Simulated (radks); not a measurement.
Question: The mean radii <r> (bohr) of the occupied orbitals of an atom or ion are listed with their occupations. Method: non-relativistic Kohn-Sham, HCTH/407, spin-polarised, spherical densities, point nucleus; computed with a radial shooting solver on a logarithmic mesh with Libxc functionals.

| orbital | occ. | <r> |
|---|---|---|
| 1s up | 1 | 0.06161 |
| 1s down | 1 | 0.06160 |
| 2s up | 1 | 0.2826 |
| 2s down | 1 | 0.2816 |
| 2p up | 3 | 0.2482 |
| 2p down | 3 | 0.2472 |
| 3s up | 1 | 0.8473 |
| 3s down | 1 | 0.8577 |
| 3p up | 3 | 0.8839 |
| 3p down | 2 | 0.9038 |
| 3d up | 5 | 1.017 |
| 4p up | 1 | 2.834 |

Name the element and its charge. Open shells, if any, are filled with parallel spins first.

Answer: Z = 25, manganese, charge +2: Mn2+ in [Ne] 3s2 3p5 3d5 4p1. The 1s radius gives Z: for a bare nucleus <r> = 1.5/Z, 0.06 bohr for Z = 25, and screening makes it slightly larger (0.06161 here). The occupations add up to 23, and the charge is Z minus that.
